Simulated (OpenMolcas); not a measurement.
**How basis sets differ on SiHCl2OF (SMILES O[Si](F)(Cl)Cl)**

SiHCl2OF: 6 atoms, total charge 0, spin state singlet. SMILES: `O[Si](F)(Cl)Cl`. Geometry: relaxed at PBE0-D4/def2-TZVP. This is one conformer, not always the lowest.

```xyz
6

O     0.0000    0.0000    0.0000
Si    0.0000    0.0000    1.6122
F     1.4726    0.0000    2.1815
Cl   -0.9115    1.6479    2.3600
Cl   -0.9151   -1.6830    2.2255
H     0.2105    0.8128   -0.4635
```

Each level gives the dipole moment (D). The values are calculated.

```csv
level,kind,program,value (D)
HF/ANO-R0 (sfX2C),Hartree–Fock,OpenMolcas,2.40
HF/STO-3G,Hartree–Fock,OpenMolcas,2.76
HF/3-21G,Hartree–Fock,OpenMolcas,2.76
HF/def2-SVP,Hartree–Fock,OpenMolcas,2.02
```

The values span 2.02 to 2.76 D. Magnitudes only. Sets without polarisation functions give poor dipoles.
